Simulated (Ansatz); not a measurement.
`O[SiH](O)Br` and `O[SiH](O)[SiH2][SiH3]` differ in one atom or group.

Ansatz, PBE0-D4/def2-TZVP geometries, multiplicity 1. Each molecule was computed in one conformer, which needn't be the lowest.

Scalar relativity is left out up to krypton. Spin–orbit coupling is left out; it splits and shifts lone-pair levels of the heavy atoms by tenths of an eV.

```tsv
property	`O[SiH](O)Br`
HOMO energy (B3LYP/def2-TZVPP) / eV	-8.33
HOMO–LUMO gap (PBE/def2-TZVPP) / eV	6.92
LUMO energy (PBE/def2-TZVPP) / eV	-0.35
size of the dipole moment (B3LYP/def2-TZVPP) / D	1.36
size of the dipole moment (ωB97M-V/def2-TZVPP) / D	1.39
HOMO–LUMO gap (ωB97M-V/def2-TZVPP) / eV	12.94
```

Task: Give the same properties after the change, and the shifts. (Best estimate.)

Result: Computed: 
```json
{"property": "HOMO energy (B3LYP/def2-TZVPP) / eV", "`O[SiH](O)[SiH2][SiH3]`": "-7.49", "shift": "0.84"}
{"property": "HOMO–LUMO gap (PBE/def2-TZVPP) / eV", "`O[SiH](O)[SiH2][SiH3]`": "5.45", "shift": "-1.47"}
{"property": "LUMO energy (PBE/def2-TZVPP) / eV", "`O[SiH](O)[SiH2][SiH3]`": "-1.08", "shift": "-0.73"}
{"property": "size of the dipole moment (B3LYP/def2-TZVPP) / D", "`O[SiH](O)[SiH2][SiH3]`": "1.19", "shift": "-0.17"}
{"property": "size of the dipole moment (ωB97M-V/def2-TZVPP) / D", "`O[SiH](O)[SiH2][SiH3]`": "1.21", "shift": "-0.18"}
{"property": "HOMO–LUMO gap (ωB97M-V/def2-TZVPP) / eV", "`O[SiH](O)[SiH2][SiH3]`": "11.08", "shift": "-1.86"}
```

With PBE0 the HOMO rises by 0.93 eV and the LUMO falls by 0.82 eV, so the gap narrows by about 1.75 eV. PBE moves the HOMO by 0.73 eV and ωB97M-V by 1.17 eV. Dipoles are sizes alone; their direction can turn.

B3LYP here is the variant with VWN-RPA as its local correlation; programs differ in this.
